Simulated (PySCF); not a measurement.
Magnetic shielding above rings: a mixed set.

NICS = −σ at a ghost point: NICS(0) at the centroid of the ring atoms, NICS(1) 1 Å to either side along the normal of their mean plane, zz for the tensor component along that normal. Level: GIAO PBE0/pcSseg-1 (PySCF, non-relativistic, gas phase) on the GFN2-xTB geometries, one conformer each. Atom numbers follow the mapped SMILES.

Question: Order these rings by mean NICS(1)zz, lowest (most negative) first (ppm).
A. ring N3–C4–N6–N7–C8 in `[CH3:1][CH2:2][n:3]1[c:4]([SiH3:5])[n:6][n:7][c:8]1[Cl:9]`
B. ring C2–C3–C4–C5–C11–C12 in `[CH3:1][c:2]1[cH:3][cH:4][c:5](-[n:6]2[cH:7][n:8][cH:9][n:10]2)[cH:11][cH:12]1`
C. ring C3–C4–C5 in `[F:1][CH2:2][c:3]1[cH:4][c+:5]1[F:6]` (charge +1)
D. ring N8–C9–N10–C11–N12 in `[CH3:1][c:2]1[cH:3][cH:4][cH:5][cH:6][c:7]1-[n:8]1[cH:9][n:10][cH:11][n:12]1`
E. ring C3–C4–C5–C9–O10 in `[SiH3:1][NH:2][c:3]1[cH:4][c:5]2[s:6][cH:7][cH:8][c:9]2[o:10]1`
F. ring C7–C9–C10 in `[F:1][CH:2]([F:3])[Si@H:4]([NH:5][SiH3:6])[C:7]1([F:8])[CH2:9][CH2:10]1`
G. ring C2–C3–C4–P5–C6–C7 in `[CH3:1][CH:2]1[CH:3]=[CH:4][PH2+:5][CH:6]=[CH:7]1` (charge +1)

Answer: D (-30.7), A (-28.0), B (-25.1), F (-21.4), C (-19.3), E (-17.8), G (1.1).

```
                      SMILES                                                          ring  NICS(0)  NICS(1)  NICS(1)zz  HOMA  rms pucker (Å)  ring atoms with four or more neighbours
           Cc1ccccc1-n1cncn1           5-membered ring with 3 N; formal bonds all aromatic    -12.1    -11.3      -30.7  0.94            0.00                                        0
         CCn1c([SiH3])nnc1Cl           5-membered ring with 3 N; formal bonds all aromatic    -10.9    -11.0      -28.0  0.91            0.00                                        0
         Cc1ccc(-n2cncn2)cc1              6-membered carbocycle; formal bonds all aromatic     -8.2    -10.4      -25.1  0.99            0.00                                        0
FC(F)[Si@H](N[SiH3])C1(F)CC1                3-membered carbocycle; formal bonds all single    -39.1     -8.2      -21.4     –            0.00                                        3
                 FCc1c[c+]1F  3-membered carbocycle; bonds drawn aromatic by RDKit's count    -26.9    -11.9      -19.3  0.94            0.00                                        0
         [SiH3]Nc1cc2sccc2o1             5-membered ring with O; formal bonds all aromatic    -10.0     -8.0      -17.8  0.39            0.00                                        0
            CC1C=C[PH2+]C=C1       6-membered ring with P; formal bonds 2 double, 4 single      0.4     -1.9        1.1     –            0.04                                        2
```

NICS(0) gives another order. The isotropic NICS(1) gives another order. Over the 5 rings with a HOMA value its correlation coefficient with NICS(1)zz is -0.62. HOMA uses Krygowski's 1993 parameters; it is left out where a ring has a four-coordinate atom, a triple bond, no multiple bond or a kind of bond without parameters. NICS(1) and NICS(1)zz are means over the two faces.
